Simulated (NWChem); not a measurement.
Species: TeBrF; SMILES F[Te]Br

```xyz
3

Te     0.3083     0.8435     0.0000
F     -1.5403     1.4216     0.0000
Br    -0.0619    -1.6187     0.0000
```
Atoms are numbered in this order, from 1.

Computed with NWChem. The geometry was optimised at PBE0/def2-SVP. def2 effective core potentials on Te; no spin-orbit coupling.

For level PBE/def2-SVP (core potentials):

```
Property                     Result
---------------------------  ------
highest occupied level (eV)   -5.29
orbital gap (eV)               1.81
dipole (D)                     2.18
```

Problem. Estimate the same quantities for level PBE/STO-3G (all-electron, non-relativistic).

Solution. 
* **highest occupied level (eV)**: -2.25
* **orbital gap (eV)**: 2.46
* **dipole (D)**: 0.82
